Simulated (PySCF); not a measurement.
PySCF 2.14 output of an unrestricted r2SCAN calculation on a single atom or ion in aug-cc-pVTZ-DK (9s8p6d3f2g, 102 functions), with scalar relativity by spin-free X2C-1e:

```
SCF conv_tol = 1e-09
number electrons alpha = 23  beta = 22
    J. W. Furness, A. D. Kaplan, J. Ning, J. P. Perdew, and J. Sun.,  J. Phys. Chem. Lett. 11, 8208-8215 (2020)
    J. W. Furness, A. D. Kaplan, J. Ning, J. P. Perdew, and J. Sun.,  J. Phys. Chem. Lett. 11, 9248-9248 (2020)
    J. W. Furness, A. D. Kaplan, J. Ning, J. P. Perdew, and J. Sun.,  J. Phys. Chem. Lett. 11, 8208-8215 (2020)
    J. W. Furness, A. D. Kaplan, J. Ning, J. P. Perdew, and J. Sun.,  J. Phys. Chem. Lett. 11, 9248-9248 (2020)
cycle= 1 E= -4783.43032596878  delta_E= 0.00585  |g|= 0.274  |ddm|= 0.772
cycle= 2 E= -4783.3274972383  delta_E= 0.103  |g|= 0.681  |ddm|= 0.71
cycle= 3 E= -4783.46059310597  delta_E= -0.133  |g|= 0.0442  |ddm|= 0.487
cycle= 4 E= -4783.4614565331  delta_E= -0.000863  |g|= 0.0669  |ddm|= 0.188
cycle= 5 E= -4783.46305872447  delta_E= -0.0016  |g|= 0.0115  |ddm|= 0.0591
cycle= 6 E= -4783.46320135888  delta_E= -0.000143  |g|= 0.00305  |ddm|= 0.0438
cycle= 7 E= -4783.46322632243  delta_E= -2.5e-05  |g|= 0.00458  |ddm|= 0.018
cycle= 8 E= -4783.46328693757  delta_E= -6.06e-05  |g|= 0.00122  |ddm|= 0.0446
cycle= 9 E= -4783.46331272332  delta_E= -2.58e-05  |g|= 0.00282  |ddm|= 0.054
cycle= 10 E= -4783.46331693585  delta_E= -4.21e-06  |g|= 0.000432  |ddm|= 0.0204
cycle= 11 E= -4783.46331708517  delta_E= -1.49e-07  |g|= 7.65e-05  |ddm|= 0.00372
cycle= 12 E= -4783.46331708761  delta_E= -2.44e-09  |g|= 4e-06  |ddm|= 0.000244
cycle= 13 E= -4783.46331708762  delta_E= -1.55e-11  |g|= 3.4e-06  |ddm|= 5.36e-05
converged SCF energy = -4783.46331708762  <S^2> = 1.4682386  2S+1 = 2.621632
```

The run itself started from symmetry-adapted Hartree-Fock orbitals and held the occupation by maximum overlap, on a logarithmic radial grid, so the iterations belong to that start.

**Question.** Which element, charge and spin multiplicity is this?

**Answer.** Rh (rhodium, neutral), multiplicity 2; the state was [Kr] 4d9, 2D determinant (an excited configuration).

⟨L²⟩ = 8.83 against 6 for a pure D term, so this real determinant mixes terms. ⟨S²⟩ = 1.47 against 0.75 shows spin contamination. The s, p, d and f populations moved away from the nominal configuration during the SCF.
